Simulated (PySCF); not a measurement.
SbS: from constants to spectrum

r²SCAN constants of SbS, ²Π (doublet), unpaired electrons π ↑ (PySCF, scalar-relativistic core potentials, basis sets Sb def2-SVP with ECP28, S def2-SVP; masses 120.9038 and 31.9721 u):

| Property | Result |
| --- | --- |
| ωe | 490.7 cm⁻¹ |
| ωexe | 1.99 cm⁻¹ |
| Be | 0.13292 cm⁻¹ |
| αe | 0.000499 cm⁻¹ |
| De to Sb + S | 3.41 eV |

Problem. What force constant and bond length do these constants imply?

Solution. Reduced mass μred = 25.286 u; k = 5.8918×10⁻⁷·μred·ωe² (u, cm⁻¹, mdyn/Å) = 3.59 mdyn/Å; Re = √(16.8576/(μred·Be)) (u, cm⁻¹, Å) = 2.240 Å.

Problem. Estimate the centrifugal constant D from the Kratzer relation and find the Dunham coefficient a1.

Solution. D = 4Be³/ωe² = 3.9e-08 cm⁻¹; a1 = −1 − αeωe/(6Be²) = -3.31.

Spin–orbit coupling is left out, which matters for elements this heavy, above all for dissociation energies. The state was picked by a PBE0 search and need not be the measured ground state.
